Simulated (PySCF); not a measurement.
A calculated (PBE, PySCF 2.14, cc-pVTZ, no relativity, point nucleus) atom or ion has these occupied shells.

```csv
shell,electrons,orbital energy (eV),"rms radius, mean of both spins (bohr)"
1s,2,-132.27,0.486
```

(1) Name the element and its charge.

Answers

(1) Be²⁺ (beryllium, charge +2), in 1s2, closed-shell 1S.
